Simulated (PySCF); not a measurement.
Molecule: SMILES Fc1c(F)c(F)c(-c2ccsc2)c(F)c1F (C₁₀H₃F₅S). Atoms near the plane z = 1.2 Å, at the GFN2-xTB optimised geometry (x, y, z in Å): F1 (3.0, -3.6, 0.0), C2 (2.3, -2.5, 0.0), C3 (1.9, -1.9, 1.2), F4 (2.3, -2.4, 2.4), C5 (1.1, -0.7, 1.2), F6 (0.8, -0.2, 2.4), C7 (0.8, -0.1, 0.0), C8 (0.0, 1.1, 0.0), C9 (-1.5, 1.1, 0.0), C10 (-2.0, 2.4, 0.0), S11 (-0.8, 3.6, 0.0), C12 (0.5, 2.4, 0.0), H17 (-2.1, 0.2, 0.0), H18 (-3.0, 2.7, 0.0), H19 (1.5, 2.7, 0.0).

Method: PBE/def2-SVP (PySCF). Cells within 0.4 Å of a nucleus heavier than hydrogen are left out (blank, or x). The values are rescaled to run from 0 to 1.

```
|5555555555555555555555555|
|5555555555555555555555555|
|5555555555555555555555555|
|5555554444455555555555555|
|5555544444455555555555555|
|5555444333456665555555555|
|5555443322457776555555555|
|5555443212468886555555555|
|5555443212468876555555555|
|5555443322467776555555555|
|5555444333467765555555555|
|5555544433456654444455555|
|5555554444455532344455555|
|55555554445555x0234445555|
|55555555555557x3234445555|
|5555555555555687x23445555|
|5555555555555679x24445555|
|5555555555555567644445555|
|5555555555555555555555555|
|5555555555555555555555555|
|5555555555555555555555555|
|5555555555555555555555555|
|5555555555555555555555555|
|5555555555555555555555555|
|5555555555555555555555555|
```
Scale: ten equal steps from 0.000 (start of '0') to 1.00 (end of '9'), in the order '0123456789'; x runs from -6.00 to 6.00, y from -6.00 (bottom) to 6.00 (top).

Which quantity is mapped?
(A) electron localisation function
(B) deformation density (molecule minus spherical neutral atoms)
(C) an orbital amplitude
(D) Laplacian of the electron density

C, an orbital amplitude. In full: HOMO amplitude (bohr^(-3/2)).
